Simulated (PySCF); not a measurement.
Trends in electronic spectra. Computed with TDDFT PBE0/def2-SVPD, vertical, gas phase, core orbitals frozen in the response (PySCF 2.14.0, density-fitted response routines). Geometries: GFN2-xTB; one conformer of each isolated species. Triplets are in the Tamm–Dancoff approximation. 'Strongest' means the level of largest summed f among the lowest 6 singlets; it needn't be the same kind of state in each. Ions are computed without counter-ions or solvent.

Question: Rank by computed lowest singlet excitation energy, lowest first.
A. `FC(F)(F)[C@@H]1C[C@H]1[SiH3]`
B. `CC(C)(C)C(C)(F)F`
C. `CCc1cccc(F)c1`
D. `CC#[N+]CC(F)F`

Answer: C (5.42 eV), D (6.92 eV), A (8.01 eV), B (8.53 eV).

```json
{"SMILES": "CCc1cccc(F)c1", "S1 (eV)": "5.42", "f (strongest)": "0.55", "gap (eV)": "6.69", "strongest (eV)": "7.01", "HOMO (eV)": "-7.11", "S1 mainly": "H→L (63%)"}
{"SMILES": "CC#[N+]CC(F)F", "S1 (eV)": "6.92", "f (strongest)": "0.11", "gap (eV)": "8.14", "strongest (eV)": "7.00", "HOMO (eV)": "-14.49", "S1 mainly": "H→L+1 (88%)"}
{"SMILES": "FC(F)(F)[C@@H]1C[C@H]1[SiH3]", "S1 (eV)": "8.01", "f (strongest)": "0.04", "gap (eV)": "9.19", "strongest (eV)": "8.58", "HOMO (eV)": "-8.91", "S1 mainly": "H→L (98%)"}
{"SMILES": "CC(C)(C)C(C)(F)F", "S1 (eV)": "8.53", "f (strongest)": "0.12", "gap (eV)": "9.57", "strongest (eV)": "9.32", "HOMO (eV)": "-8.96", "S1 mainly": "H→L (99%)"}
```

H and L stand for HOMO and LUMO.

- `CCc1cccc(F)c1`: Löwdin shares by element: HOMO carbon 71% or more (atoms not listed hold the other 29%); LUMO carbon 71% or more (atoms not listed hold the other 29%).
- `CC#[N+]CC(F)F`: Löwdin shares by element: HOMO fluorine 43%, carbon 33% or more (atoms not listed hold the other 24%); LUMO carbon 49% or more, nitrogen 31%, hydrogen 6% or more.
- `FC(F)(F)[C@@H]1C[C@H]1[SiH3]`: Löwdin shares by element: HOMO carbon 64% or more, silicon 16% (atoms not listed hold the other 20%); LUMO silicon 38%, hydrogen 27% or more (atoms not listed hold the other 35%).
- `CC(C)(C)C(C)(F)F`: Löwdin shares by element: HOMO carbon 37% or more, fluorine 24% (atoms not listed hold the other 40%); LUMO carbon 41% or more (atoms not listed hold the other 59%).
